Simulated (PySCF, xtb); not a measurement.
C4H7BF2, SMILES FB1CCC[C@H]1F.

GFN2-xTB in xtb at its own geometry gives an orbital gap of 4.21 eV and a dipole moment of 2.97 D.

Geometry: PBE-D3(BJ)/def2-SVP. The structure was generated by enumeration; whether it is a known compound was not checked. One conformer was computed; it need not be the lowest.

### Question
What does PBE/def2-TZVP (PySCF) give? (The exact figures need the calculation; the answer reports its results.)

### Answer
gap 4.75 eV (levels -6.61 and -1.86 eV), dipole 2.23 D.
